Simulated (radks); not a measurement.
Question: The boron ion B3+, [He]. Calculated with a radial shooting solver on a logarithmic mesh with Libxc functionals: non-relativistic Kohn-Sham, PBE, spin-polarised, spherical densities, point nucleus. Every spin shell is full or empty, so the densities are truly spherical. Functionals are evaluated on that one density, not self-consistently. Rank these exchange functionals by their error against the exact value of the orbitals, and give that value: LDA, PW91, PW86, SOGGA, G96, EV93, APBE, TPSS, MS2, Tao-Mo, TASK, MVS.

Answer: Exact: -2.88981 hartree. From best to worst, with 100 (|E| - |E exact|)/|E exact| (equal figures are ties): PW86 +0.10, G96 -0.11, APBE -0.13, TPSS +0.19, TASK +0.20, MVS +0.22, MS2 +0.27, Tao-Mo +0.27, PW91 -1.40, EV93 +4.20, SOGGA -6.26, LDA -14.05.
